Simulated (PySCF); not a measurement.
2-chloropyrimidine, C₄H₃ClN₂.
Cartesian coordinates in Å at the GFN2-xTB level; atoms count from 1:
```xyz
10
C4H3ClN2 angstrom
Cl     3.132   -0.302   -0.011
C      1.438   -0.138   -0.008
N      0.962    1.065    0.251
C     -0.354    1.190    0.255
C     -1.197    0.116    0.002
C     -0.577   -1.098   -0.257
N      0.739   -1.228   -0.263
H     -0.728    2.182    0.469
H     -2.269    0.219    0.007
H     -1.136   -2.001   -0.465
```

Computed with TDDFT wB97X-D/def2-SVPD, vertical, gas phase, core orbitals frozen in the response (PySCF).

Q: List the vertical singlet excitations with oscillator strengths and describe the spectrum.

A: 

| state | E (eV) | E (hartree) | f | \|μ\| (D) | symmetry | main configurations (H = HOMO, L = LUMO) |
| --- | --- | --- | --- | --- | --- | --- |
| S1 | 4.54 | 0.1667 | 0.0043 | 0.50 | B1 or B2 | H→L (98%) |
| S2 | 4.91 | 0.1805 | 0.0000 | 0.00 | – | H→L+1 (98%) |
| S3 | 5.56 | 0.2045 | 0.044 | 1.44 | B1 or B2 | H-1→L (85%), H-4→L+1 (13%) |
| S4 | 6.29 | 0.2310 | 0.0000 | 0.02 | – | H-3→L (96%) |
| S5 | 6.32 | 0.2324 | 0.249 | 3.22 | A1 | H-1→L+1 (92%) |
| S6 | 6.60 | 0.2427 | 0.0045 | 0.42 | B1 or B2 | H-3→L+1 (99%) |
| S7 | 6.98 | 0.2563 | 0.0000 | 0.00 | – | H-2→L+1 (96%) |
| S8 | 7.17 | 0.2636 | 0.0014 | 0.23 | – | H-2→L (97%) |

Triplets (Tamm–Dancoff): T1 4.05 eV, H→L (96%); T2 4.47 eV, H-1→L+1 (80%), H-4→L (12%); T3 4.58 eV, H-1→L (91%).

The lowest singlet comes at 273 nm (438 kJ/mol) in the ultraviolet; it is very weak; its leading configuration is HOMO→LUMO (98%). The strongest level in the table is S5 at 6.32 eV (196 nm, f = 0.249). Löwdin shares by element: HOMO nitrogen 67%, carbon 13% or more (atoms not listed hold the other 20%); LUMO carbon 44% or more, nitrogen 36% (atoms not listed hold the other 20%). The listed states span 2.64 eV, and the widest gap between neighbours is 0.72 eV (S3 to S4). Orbital energies (eV): HOMO-3 -11.38, HOMO-2 -11.16, HOMO-1 -9.90, HOMO -9.72, LUMO 0.10, LUMO+1 0.45, LUMO+2 2.16. Weighted by f, the mean energy of these states is 6.20 eV. Symmetry labels in C2v follow from the direction of the transition dipole and are given only for states with f of 0.002 or more; B1 and B2 swap with the choice of axes. The window holds the lowest 8 singlets.
